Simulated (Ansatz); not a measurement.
CH4BFOS can be A, `COB(F)S`, or B, `OBC(F)S`.

Isolated molecules relaxed with PBE0-D4/def2-TZVP in Ansatz; ΔE leaves out vibrations. CBS: MP2 limit from def2 TZ/QZ plus the TZ coupled-cluster correction, frozen cores. This one scheme is used for every species. Functionals use def2-TZVPP. One conformer a species, not always the lowest.

Which isomer does CCSD(T)/CBS put lower? Give the gap. (Estimate.)

Ansatz gave: A, by 57.4 kcal/mol.

Give E(B) − E(A) in kcal/mol with PBE-D4, HF/def2-TZVPP, CCSD(T)/def2-TZVPP, r2SCAN-D4, ωB97M-V, B2PLYP, CCSD/def2-TZVPP. (Best estimate.)

The calculation gave: PBE-D4 54.7, HF/def2-TZVPP 62.5, CCSD(T)/def2-TZVPP 58.3, r2SCAN-D4 57.9, ωB97M-V 56.6, B2PLYP 58.4, CCSD/def2-TZVPP 59.0. None reverses the order clearly.

Largest T1 diagnostic: 0.013.

In def2-TZVPP, CCSD(T) changes the Hartree–Fock value by −4.1 kcal/mol (the triples alone add −0.7 kcal/mol) and MP2 by −3.0 kcal/mol. From PBE to PBE0 (25 % exact exchange), in def2-TZVPP and without D4, E(B) − E(A) moves by +2.2 kcal/mol.
